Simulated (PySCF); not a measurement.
SCF from a fresh guess for triplet TcH5, at the PBE0 minimum. PySCF input:

```python
from pyscf import gto, scf, dft
mol = gto.M(atom='''
Tc     0.024310    -0.000000    -0.000000
H     -1.043080     1.192050     0.000000
H     -1.043080    -1.192050    -0.000000
H     -1.043080     0.000000    -1.192050
H     -1.043080     0.000000     1.192050
H      1.786180     0.000000     0.000000''',
    basis={'Tc': 'def2-TZVP', 'H': 'def2-TZVP'},
    ecp={'Tc': 'def2-TZVP'},
    charge=0, spin=2)
mf = dft.UKS(mol, xc='PBE0')
mf.grids.atom_grid = (50, 194)
aux = {'Tc': 'def2-universal-JKFIT', 'H': 'def2-universal-JKFIT'}
mf = mf.density_fit(auxbasis=aux)
mf.conv_tol = 1e-08
mf.diis_space = 10
mf.max_cycle = 60
mf.init_guess = 'minao'
mf.verbose = 4
mf.kernel()
```

Excerpt of the output (cycles alone):

```
init E= -76.2541178374265
cycle= 1 E= -83.4758782093979  delta_E= -7.22  |g|= 0.621  |ddm|= 2.78
cycle= 2 E= -82.6870639678089  delta_E= 0.789  |g|= 1.39  |ddm|= 1.56
cycle= 3 E= -83.6576190995276  delta_E= -0.971  |g|= 0.106  |ddm|= 1.23
cycle= 4 E= -83.6616008525698  delta_E= -0.00398  |g|= 0.0733  |ddm|= 0.124
cycle= 5 E= -83.6642828807569  delta_E= -0.00268  |g|= 0.0211  |ddm|= 0.0561
cycle= 6 E= -83.6647190836644  delta_E= -0.000436  |g|= 0.00522  |ddm|= 0.0319
cycle= 7 E= -83.6647968511  delta_E= -7.78e-05  |g|= 0.00117  |ddm|= 0.0196
cycle= 8 E= -83.6648017469439  delta_E= -4.9e-06  |g|= 0.000429  |ddm|= 0.00459
cycle= 9 E= -83.6648024008526  delta_E= -6.54e-07  |g|= 0.000178  |ddm|= 0.00167
cycle= 10 E= -83.6648024901015  delta_E= -8.92e-08  |g|= 4.02e-05  |ddm|= 0.000602
cycle= 11 E= -83.6648024950452  delta_E= -4.94e-09  |g|= 8.47e-06  |ddm|= 0.000162
Extra cycle  E= -83.6648024951366  delta_E= -9.14e-11  |g|= 6.36e-06  |ddm|= 2.55e-05
converged SCF energy = -83.6648024951366  <S^2> = 2.0185438  2S+1 = 3.0123372
```

No lower solution of this spin was found from smeared starts or by a stability analysis within the unrestricted form.

Open d and f shells are described by one determinant, and the ground state may have another occupation or spin.

The search for the lowest solution, 3 starts and the stability check together, took 7.5 s on 2 threads of a shared Arm Neoverse V2 host, with 70 basis functions; the process peaked at 0.49 GiB.
